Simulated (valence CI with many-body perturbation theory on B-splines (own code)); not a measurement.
Values are calculated unless marked as measured or tabulated.
# Tl³⁹⁺: magnetic and hyperfine properties of the levels

Level of theory: relativistic CI+MBPT: six valence electrons over a frozen Dirac-Fock core [Kr], radial functions for each j: 7 s, 7 p, 8 d, 6 f, 4 g, 1 h, with the one-electron correlation potential Σ1, the two-electron term Σ2, the three-electron term Σ3, Breit, model QED; selected CI, second order for the rest, scaled by the run's own slope (own B-spline code, finite nucleus).

The last digits are not significant, and no measured levels were compared; by estimate large intervals hold to a few tenths of a per cent, small ones and those within an open d or f shell to about a per cent. Core correlation moves these levels by up to 11000 cm⁻¹, and in measured spectra 5 to 20 % of such shifts remained as error; rates that hang on mixing are uncertain with them. Among the levels kept, up to 720 cm⁻¹ of a level comes from second order outside the variational space, and about a tenth of that is noise between levels of different J, which matters for small intervals. Only levels of the ground parity were solved; by the run's estimate the other parity begins above the list, which can be wrong where configurations are misplaced.

A/g_I is the dipole constant over the nuclear g factor μ/I (μ in nuclear magnetons, uniformly magnetised nucleus), B/Q the quadrupole constant per barn. Both hold the static response of the core; the bare values leave it out. Large factors of s and p1/2 electrons are usually good to 5 to 10 %; those of open d and f shells near neutrality can be off by tens of per cent, and small factors of p3/2, d and f electrons come from cancelling terms and can be off by a factor of two or in sign, in half-filled shells by more. B is blank for J = 1/2, where it vanishes, and for nearly pure S terms. Energies count from the lowest level. Levels with J = 0 are left out.

Levels are named by their leading jj configuration (3d3/2^4 stands for four electrons in 3d with j = 3/2), which in mixed levels can hold well under half, so a name can repeat and another be missing. Letters in brackets count levels of one name in rising energy.

```csv
Level,E (cm⁻¹),g,A/g_I (MHz),A/g_I bare,B/Q (MHz/b),B/Q bare
(4d3/2^4 4d5/2^2) J=4,0,1.249,12900,13500,25000,24000
(4d3/2^4 4d5/2^2) J=2,25165,1.269,12600,13300,-14600,-14000
(4d3/2^3 4d5/2^3) J=3 [a],202230,1.353,7240,8200,438,362
(4d3/2^3 4d5/2^3) J=4 [a],208950,1.180,13900,14300,22400,21700
(4d3/2^3 4d5/2^3) J=1 [a],218840,1.280,13200,13900,-9180,-8780
(4d3/2^3 4d5/2^3) J=5,238190,1.130,17200,17400,12600,12200
(4d3/2^3 4d5/2^3) J=6,240690,1.106,19300,19400,-25100,-24300
(4d3/2^3 4d5/2^3) J=2 [a],259190,0.982,23900,23500,-18300,-17600
(4d3/2^3 4d5/2^3) J=3 [b],264930,1.060,21200,21100,5460,5140
(4d3/2^3 4d5/2^3) J=1 [b],308820,1.210,8980,9430,18900,18200
(4d3/2^3 4d5/2^3) J=2 [b],311770,1.124,17900,18100,33200,32000
(4d3/2^3 4d5/2^3) J=4 [b],312300,1.050,21800,21700,-20400,-19700
(4d3/2^3 4d5/2^3) J=3 [c],318360,1.063,21400,21400,-29700,-28600
(4d3/2^2 4d5/2^4) J=2 [a],427110,1.441,802,2070,-6520,-6280
(4d3/2^2 4d5/2^4) J=4 [a],450930,1.101,18300,18300,4670,4640
(4d3/2^2 4d5/2^4) J=3 [a],459600,1.203,12700,13100,-9980,-9630
(4d3/2^2 4d5/2^4) J=5,466620,1.093,19700,19800,-18000,-17300
(4d3/2^2 4d5/2^4) J=6,480920,1.051,21500,21400,-25500,-24500
(4d3/2^2 4d5/2^4) J=3 [b],486420,0.975,24800,24400,230,236
(4d3/2^2 4d5/2^4) J=1,492510,0.996,24400,24100,-8650,-8350
(4d3/2^2 4d5/2^4) J=4 [b],504130,1.047,22400,22300,92.3,22.4
(4d3/2^2 4d5/2^4) J=2 [b],506070,1.050,21900,21800,-17600,-17000
(4d3/2^2 4d5/2^4) J=2 [c],545830,0.887,29300,28700,477,503
(4d3/2^2 4d5/2^4) J=4 [c],561100,1.158,15500,15800,-27300,-26300
(4d3/2^2 4d5/2^4) J=2 [d],619010,1.025,22400,22200,28300,27300
(4d3/2 4d5/2^5) J=1,676770,1.496,-3890,-2440,-5300,-5080
(4d3/2 4d5/2^5) J=4,722630,1.031,22500,22300,-8290,-7800
(4d3/2 4d5/2^5) J=2,739530,1.184,15000,15400,-31400,-30300
(4d3/2 4d5/2^5) J=3,746390,1.066,20500,20500,-27800,-26800
```

Task: Take the isotope of mass number 203, with I = 1/2, μ = 1.616 μN. What is the hyperfine structure of (4d3/2^3 4d5/2^3) J=6?

Result: From the table A = 62300 MHz. Shifts from the centre of gravity in MHz: F = 11/2: -218000, F = 13/2: 187000.
